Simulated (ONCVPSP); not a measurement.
**Reading a pseudo-wave (C (Z = 6))**

Columns: radius, all-electron u(r) and pseudo u(r) of the 2p shell (level -5.29 eV) of carbon in the configuration [He] 2s2 2p2; PBE, scalar-relativistic, ONCV scheme, ONCVPSP 4.0.1.

```csv
r (bohr),all-electron,pseudo
0.120,0.0645,0.0213
0.240,0.1886,0.0824
0.360,0.3183,0.1754
0.480,0.4330,0.2888
0.600,0.5260,0.4092
0.720,0.5980,0.5237
0.840,0.6504,0.6216
0.960,0.6846,0.6956
1.080,0.7031,0.7426
1.200,0.7089,0.7634
1.320,0.7045,0.7619
1.440,0.6923,0.7436
1.560,0.6744,0.7145
1.680,0.6523,0.6797
1.800,0.6272,0.6433
1.920,0.6003,0.6080
2.040,0.5723,0.5751
2.160,0.5438,0.5444
2.280,0.5154,0.5154
2.400,0.4873,0.4873
2.520,0.4599,0.4599
2.640,0.4334,0.4334
2.760,0.4078,0.4078
2.880,0.3833,0.3833
3.000,0.3599,0.3599
3.120,0.3377,0.3377
```

**Question.** How many radial nodes do the two functions have?

**Answer.** The all-electron 2p function has n − l − 1 = 0; the pseudo-wave has 0.

**Question.** At about which radius was the pseudo-wave matched?

**Answer.** 2.40 bohr, where the columns begin to agree (steps of 0.12 bohr).

**Question.** Is the pseudo-wave norm-conserving?

**Answer.** Yes: the ONCV scheme keeps the norm inside the radius equal to the all-electron one, which fixes the energy derivative of the logarithmic derivative at the level.
